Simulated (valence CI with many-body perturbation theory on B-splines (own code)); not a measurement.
Results of a calculation; reference values are marked as such.
# Assign the levels of Co11+

Method: relativistic CI+MBPT: six valence electrons over a frozen Dirac-Fock core [Ne], radial functions for each j: 9 s, 9 p, 8 d, 6 f, 3 g, 1 h, with the one-electron correlation potential Σ1, the two-electron term Σ2, the three-electron term Σ3, Breit, model QED; selected CI, second order for the rest, scaled by the run's own slope (own B-spline code, finite nucleus).

No measured levels were compared; by estimate levels of excited configurations hold to 0.05 to 0.15 % of their energy, terms of the ground configuration to about 0.5 %. Among the levels kept, up to 1500 cm⁻¹ of a level comes from second order outside the variational space, and about a tenth of that is noise between levels of different J, which matters for small intervals.

```tsv
No.	J	Parity	E (cm⁻¹)	g
1	2	even	0	1.473
2	1	even	15809	1.500
4	2	even	42297	1.026
6	2	odd	306430	1.500
7	1	odd	318080	1.492
11	1	odd	417420	1.495
12	2	odd	417660	1.488
13	3	odd	418030	1.487
14	4	odd	419330	1.492
16	3	odd	447500	1.314
17	1	odd	449530	0.508
18	2	odd	455130	0.786
20	3	odd	458900	1.103
21	4	odd	464320	1.242
```

Energies count from the lowest level. Strongly mixed levels and levels close to another of their J and parity, and those with J = 0 are left out, so the numbers can have gaps.

(1) Give configuration and LS term of each level.

## Answers

(1) 1: 3s2.3p4 3P; 2: 3s2.3p4 3P; 4: 3s2.3p4 1D; 6: 3s.3p5 3P°; 7: 3s.3p5 3P°; 11: 3s2.3p3.3d 5D°; 12: 3s2.3p3.3d 5D°; 13: 3s2.3p3.3d 5D°; 14: 3s2.3p3.3d 5D°; 16: 3s2.3p3.3d 3D°; 17: 3s2.3p3.3d 3D°; 18: 3s2.3p3.3d 3F°; 20: 3s2.3p3.3d 3F°; 21: 3s2.3p3.3d 3F°.
